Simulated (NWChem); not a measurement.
System: InHBrCl; SMILES [Cl][InH][Br]

Output (shortened):

```
             Northwest Computational Chemistry Package (NWChem) 7.3.0
             --------------------------------------------------------

 CS  symmetry detected

                             Geometry "geometry" -> ""
                             -------------------------

 Output coordinates in angstroms (scale by  1.889725989 to convert to a.u.)

  No.       Tag          Charge          X              Y              Z
 ---- ---------------- ---------- -------------- -------------- --------------
    1 In                  49.0000    -0.57216759    -0.51459803     0.00000000
    2 H                    1.0000    -2.23212104    -0.90036389     0.00000000
    3 Cl                  17.0000     1.10398688    -2.14919821     0.00000000
    4 Br                  35.0000     0.32858732     1.79005820     0.00000000

 Effective nuclear repulsion energy (a.u.)     656.1964396913

      Symmetry information
      --------------------

 Group name             Cs
 Group number              2
 Group order               2
 No. of unique centers     4

                                 NWChem DFT Module
                                 -----------------

 Summary of "ao basis" -> "ao basis" (spherical)
 ------------------------------------------------------------------------------
       Tag                 Description            Shells   Functions and Types
 ---------------- ------------------------------  ------  ---------------------
 In                         def2-svp                10       26   4s4p2d
 H                          def2-svp                 3        5   2s1p
 Cl                         def2-svp                 8       18   4s3p1d
 Br                         def2-svp                12       32   5s4p3d

      Symmetry analysis of basis
      --------------------------

        a'         57
        a"         24

            General Information
            -------------------
          SCF calculation type: DFT
          Wavefunction type:  closed shell.
          No. of atoms     :     4
          No. of electrons :    74
           Alpha electrons :    37
            Beta electrons :    37
          Charge           :     0
          Spin multiplicity:     1
          Use of symmetry is: on ; symmetry adaption is: on
          Maximum number of iterations: 150
          AO basis - number of functions:    81
                     number of shells:    33
          Convergence on energy requested:  1.00D-06
          Convergence on density requested:  1.00D-05
          Convergence on gradient requested:  5.00D-04

              XC Information
              --------------
                    Becke 1988 Exchange Functional  1.000
              Lee-Yang-Parr Correlation Functional  1.000

             Grid Information
             ----------------
          Grid used for XC integration:  medium
          Radial quadrature: Mura-Knowles
          Angular quadrature: Lebedev.
          Tag              B.-S. Rad. Rad. Pts. Rad. Cut. Ang. Pts.
          ---              ---------- --------- --------- ---------
          In                  1.55      123           8.0       590
          H                   0.35       45          10.0       434
          Cl                  1.00       88          11.0       590
          Br                  1.15      112          10.0       590
          Grid pruning is: on
          Number of quadrature shells:   368
          Spatial weights used:  Erf1

      Superposition of Atomic Density Guess
      -------------------------------------

 Sum of atomic energies:       -3249.95890863

      Non-variational initial energy
      ------------------------------

 Total energy =   -3221.359161
 1-e energy   =   -5211.586321
 2-e energy   =    1659.893826
 HOMO         =      -0.374452
 LUMO         =      -0.022586

      Symmetry analysis of molecular orbitals - initial
      -------------------------------------------------

  Numbering of irreducible representations:

     1 a'          2 a"

  Orbital symmetries:

     1 a'          2 a'          3 a'          4 a'          5 a'
     6 a"          7 a'          8 a'          9 a'         10 a'
    11 a"         12 a'         13 a'         14 a"         15 a'
    16 a'         17 a'         18 a"         19 a'         20 a'
    21 a"         22 a'         23 a"         24 a'         25 a'
    26 a'         27 a"         28 a"         29 a'         30 a'
    31 a'         32 a'         33 a'         34 a"         35 a"
    36 a'         37 a'         38 a'         39 a"         40 a'
    41 a'         42 a'         43 a"         44 a'         45 a'
    46 a"         47 a"

     ---------------------------------------------
      Total Density - Mulliken Population Analysis
     ---------------------------------------------

    Atom       Charge   Shell Charges
 -----------   ------   -------------------------------------------------------
    1 In  21    19.80   2.60 -0.60  0.73  0.32  3.23  2.76  0.54  0.17  9.70  0.36
    2 H    1     1.07   0.60  0.46  0.01
    3 Cl  17    17.58   2.00  1.99  1.23  0.72  5.94  2.20  3.49  0.01
    4 Br  35    35.55   2.00  2.00  2.00  1.37  0.58  6.00  5.99  2.41  3.18  8.23  1.73  0.05

   convergence    iter        energy       DeltaE   RMS-Dens  Diis-err
 ---------------- ----- ----------------- --------- --------- ---------
 d= 0,ls=0.0,diis     1  -3224.6146987154 -3.55D+03  2.69D-02  5.83D-01
 d= 0,ls=0.0,diis     2  -3224.4258502674  1.89D-01  1.90D-02  1.56D+00
 d= 0,ls=0.0,diis     3  -3224.6806651288 -2.55D-01  3.69D-03  6.86D-02
 d= 0,ls=0.0,diis     4  -3224.6915784230 -1.09D-02  9.94D-04  3.50D-03
 d= 0,ls=0.0,diis     5  -3224.6917976338 -2.19D-04  5.62D-04  1.13D-03
  Resetting Diis
 d= 0,ls=0.0,diis     6  -3224.6919871312 -1.89D-04  1.15D-04  6.63D-05
 d= 0,ls=0.0,diis     7  -3224.6919988681 -1.17D-05  6.49D-05  3.68D-06
 d= 0,ls=0.0,diis     8  -3224.6919980654  8.03D-07  4.14D-05  7.98D-06
 d= 0,ls=0.0,diis     9  -3224.6919994623 -1.40D-06  6.61D-06  2.36D-07
 d= 0,ls=0.0,diis    10  -3224.6919994989 -3.66D-08  8.41D-07  3.05D-09

         Total DFT energy =    -3224.691999498927
      One electron energy =    -5211.973010074626
           Coulomb energy =     1793.597324912625
    Exchange-Corr. energy =     -136.649647705862
 Nuclear repulsion energy =      330.333333368936

 Numeric. integr. density =       74.000009287948

                  Occupations of the irreducible representations
                  ----------------------------------------------

                     irrep           alpha         beta
                     --------     --------     --------
                     a'               27.0         27.0
                     a"               10.0         10.0

                       DFT Final Molecular Orbital Analysis
                       ------------------------------------

 Vector   35  Occ=2.000000D+00  E=-2.592348D-01  Symmetry=a'
              MO Center=  7.8D-01, -1.6D+00,  2.8D-15, r^2= 3.3D+00
   Bfn.  Coefficient  Atom+Function         Bfn.  Coefficient  Atom+Function
  ----- ------------  ---------------      ----- ------------  ---------------
    42      0.430025  3 Cl px                43      0.391457  3 Cl py
    39      0.322949  3 Cl px                40      0.296757  3 Cl py
    36      0.188049  3 Cl px                37      0.172482  3 Cl py
    28      0.165514  2 H  s                 65      0.148377  4 Br py
    21     -0.136739  1 In d  2              62      0.133998  4 Br py

 Vector   36  Occ=2.000000D+00  E=-2.564125D-01  Symmetry=a"
              MO Center=  4.4D-01,  1.0D+00, -5.8D-16, r^2= 3.8D+00
   Bfn.  Coefficient  Atom+Function         Bfn.  Coefficient  Atom+Function
  ----- ------------  ---------------      ----- ------------  ---------------
    66      0.538095  4 Br pz                63      0.478500  4 Br pz
    60     -0.319299  4 Br pz                44     -0.285803  3 Cl pz
    41     -0.208471  3 Cl pz                38     -0.121826  3 Cl pz
    57      0.103882  4 Br pz                18     -0.082615  1 In d -1
    13      0.058050  1 In pz                23      0.040241  1 In d -1

 Vector   37  Occ=2.000000D+00  E=-2.492544D-01  Symmetry=a'
              MO Center=  3.1D-01,  1.4D+00, -2.3D-15, r^2= 2.8D+00
   Bfn.  Coefficient  Atom+Function         Bfn.  Coefficient  Atom+Function
  ----- ------------  ---------------      ----- ------------  ---------------
    64      0.526866  4 Br px                61      0.475157  4 Br px
    58     -0.315692  4 Br px                65     -0.218427  4 Br py
    62     -0.197833  4 Br py                43     -0.176210  3 Cl py
    40     -0.131899  3 Cl py                59      0.131110  4 Br py
    55      0.102675  4 Br px                17     -0.088117  1 In d -2

 Vector   38  Occ=0.000000D+00  E=-9.583208D-02  Symmetry=a'
              MO Center= -4.0D-01, -3.5D-01, -9.2D-15, r^2= 4.8D+00
   Bfn.  Coefficient  Atom+Function         Bfn.  Coefficient  Atom+Function
  ----- ------------  ---------------      ----- ------------  ---------------
     3      0.728815  1 In s                  4      0.647365  1 In s
    28     -0.486650  2 H  s                 65      0.404097  4 Br py
     1     -0.363536  1 In s                 43     -0.291193  3 Cl py
    27     -0.276739  2 H  s                 62      0.249179  4 Br py
    42      0.230883  3 Cl px                35     -0.189684  3 Cl s

 Vector   39  Occ=0.000000D+00  E=-9.184214D-02  Symmetry=a"
              MO Center= -5.2D-01, -4.8D-01, -1.2D-14, r^2= 4.3D+00
   Bfn.  Coefficient  Atom+Function         Bfn.  Coefficient  Atom+Function
  ----- ------------  ---------------      ----- ------------  ---------------
    13      0.642664  1 In pz                16      0.497274  1 In pz
    44     -0.239539  3 Cl pz                66     -0.239485  4 Br pz
    10     -0.162029  1 In pz                63     -0.160701  4 Br pz
     7     -0.149138  1 In pz                41     -0.144475  3 Cl pz
    60      0.105103  4 Br pz                38     -0.082451  3 Cl pz

 Vector   40  Occ=0.000000D+00  E=-7.992849D-03  Symmetry=a'
              MO Center= -8.6D-01, -6.0D-01,  8.8D-15, r^2= 6.2D+00
   Bfn.  Coefficient  Atom+Function         Bfn.  Coefficient  Atom+Function
  ----- ------------  ---------------      ----- ------------  ---------------
    15      0.987051  1 In py                12      0.422654  1 In py
    35      0.396376  3 Cl s                 54     -0.386613  4 Br s
    42     -0.280657  3 Cl px                64      0.260331  4 Br px
    14     -0.239487  1 In px                65      0.214398  4 Br py
    53     -0.166137  4 Br s                 34      0.136985  3 Cl s

     ---------------------------------------------
      Total Density - Mulliken Population Analysis
     ---------------------------------------------

    Atom       Charge   Shell Charges
 -----------   ------   -------------------------------------------------------
    1 In  21    20.53   2.60 -0.60  1.00  0.16  3.23  2.78  0.94  0.28  9.62  0.51
    2 H    1     1.06   0.67  0.38  0.01
    3 Cl  17    17.22   2.00  1.98  1.29  0.67  5.93  2.15  3.19  0.01
    4 Br  35    35.20   2.00  2.00  1.99  1.49  0.47  6.00  5.97  2.36  2.90  8.18  1.75  0.08

     -------------------------------------------
      Total Density - Lowdin Population Analysis
     -------------------------------------------

    Atom       Charge   Shell Charges
 -----------   ------   -------------------------------------------------------
    1 In  21    20.88   1.39  0.54  0.73  0.42  3.03  2.85  1.02  0.57  9.35  0.98
    2 H    1     1.08   0.58  0.47  0.03
    3 Cl  17    17.02   2.00  1.96  1.06  0.79  5.82  2.25  3.14  0.01
    4 Br  35    35.02   2.00  2.00  1.96  1.15  0.71  5.99  5.81  2.44  2.94  7.83  2.04  0.15

     Multipole analysis of the density
     ---------------------------------

     L   x y z        total         alpha         beta         nuclear
     -   - - -        -----         -----         ----         -------
     0   0 0 0     -0.000000    -37.000000    -37.000000     74.000000

     1   1 0 0     -0.801563    -15.538141    -15.538141     30.274719
     1   0 1 0     -0.094574    -13.661577    -13.661577     27.228579
     1   0 0 1      0.000000      0.000000      0.000000      0.000000

     2   2 0 0    -41.082991    -85.455538    -85.455538    129.828084
     2   1 1 0      1.672663     21.470163     21.470163    -41.267663
     2   1 0 1     -0.000000     -0.000000     -0.000000      0.000000
     2   0 2 0    -43.947754   -373.806526   -373.806526    703.665299
     2   0 1 1      0.000000      0.000000      0.000000      0.000000
     2   0 0 2    -38.522152    -19.261076    -19.261076      0.000000
```

Level: BLYP/def2-SVP with def2 effective core potentials on In. The geometry was optimised at PBE0/def2-SVP. def2 effective core potentials on In; no spin-orbit coupling.

Task: Which NWChem input produces such a log?

Result: One answer among several that fit: the input that was run:
```
start job
memory heap 200 mb stack 900 mb global 1100 mb
geometry units angstroms noautoz
  In    -0.582091    -0.478229     0.000000
  H     -2.248947    -0.832985     0.000000
  Cl     1.063302    -2.143790     0.000000
  Br     0.361468     1.809236     0.000000
end
basis spherical
  In library def2-svp
  H library def2-svp
  Cl library def2-svp
  Br library def2-svp
end
ecp
  In library def2-ecp
end
dft
  xc becke88 lyp
  iterations 150
  mulliken
end
task dft energy
```
